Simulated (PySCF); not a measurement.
# Reading the logs of faulty runs: BGeH7NSi

Calculated results; nothing here was measured. They come from PySCF 2.14.0, an open-source quantum chemistry program, on an isolated molecule that a program drew, which may never have been made. The molecule is BGeH7NSi (charge 0, doublet), drawn as the SMILES string `[BH][NH][GeH2][SiH3]`.

Each row is a Hartree-Fock (HF) and frozen-core CCSD(T) single point in the cc-pV(D+d)Z basis, meant for a local HF minimum. Run 1 is clean. Each other run has one planted mistake out of seven kinds, and not every kind appears here: one electron removed, one electron added, multiplicity raised by two, geometry at a saddle point, minimal basis STO-3G, one bond length entered in bohr, all coordinates scaled. The reference is restricted for singlets and unrestricted otherwise, and also for a bond in bohr. Adding or removing an electron swaps singlet and doublet. Electrons count all cores. HOMO and LUMO are orbital energies over both spins, the gradient is its largest component, and the lowest frequency (negative if imaginary) is given only where the gradient is small. Bond lengths are over the 10 bonds as drawn. T1 is the CCSD diagnostic: over 0.02 (restricted) or 0.045 (unrestricted) a single reference is doubtful. Germanium has the cc-pVDZ-PP basis, with a core potential (ECP10MDF) in place of its 10 inner electrons, and its 3s, 3p and 3d shells are frozen in CCSD(T).

Geometry of the clean run:
```xyz
11
BGeH7NSi, angstrom
B    -1.2258   -2.8183    0.4121
N    -0.0379   -2.1318    0.6174
Ge    0.7708   -1.7084    2.2549
Si    0.7720    0.6804    2.5582
H    -1.9242   -3.2553    1.2868
H     0.4510   -1.8164   -0.2010
H     2.2028   -2.2615    2.2271
H    -0.0401   -2.4345    3.3266
H    -0.6211    1.1757    2.6393
H     1.4925    1.0362    3.8033
H     1.4499    1.3230    1.4071
```

```
run  electrons  basis functions  <S^2>  HOMO (eV)  LUMO (eV)  gradient (hartree/bohr)  lowest frequency (cm^-1)  mean bond (Å)  longest bond (Å)      T1  HF (hartree)  CCSD(T) (hartree)                     mistake
  1         65              109  0.757      -8.33       2.98                  8.1e-06                        34         1.5384             2.408  0.0153    -665.50520         -666.01403                    no fault
  2         65              109  3.767      -5.07      -0.23                  1.4e-01                         -         1.5384             2.408  0.0226    -665.31875         -665.79385  multiplicity raised by two
  3         65              109  0.756      -8.16       3.22                  4.1e-02                         -         1.4691             2.300  0.0141    -665.48250         -665.98512      all coordinates scaled
  4         66              109  0.000       0.91       7.09                  5.9e-02                         -         1.5384             2.408  0.0357    -665.42025         -665.97556          one electron added
  5         64              109  0.000     -14.87      -5.77                  8.7e-02                         -         1.5384             2.408  0.0182    -665.24518         -665.75155        one electron removed
  6         65              109  1.585      -8.36       0.98                  1.0e-02                         -         1.6701             2.798  0.0441    -665.39518         -665.89335                           ?
```

**Which mistake was planted in run 6, and what did it cost?**

The mean bond changes by a factor of 1.086 and the longest by 1.162, so the molecule wasn't scaled as a whole. A length L in bohr read as angstrom grows by (1/0.5292 - 1) L = 0.890 L. The 10 bonds together grew by 10 x 0.1317 = 1.317 Å, which gives L = 1.480 Å. That is the length of one of the H-Si bonds, 1.481 Å in the clean geometry. So the mistake is: one bond length entered in bohr. Subtracting run 1 and multiplying by 627.51 kcal/mol a hartree, the energy moved by 69.0 kcal/mol in HF and 75.7 kcal/mol in CCSD(T).

Cautions from the logs. Run 4: T1 is over the limit, so its CCSD(T) energy is less reliable and the HOMO is above zero, so the electron isn't bound and the energy depends on the basis.
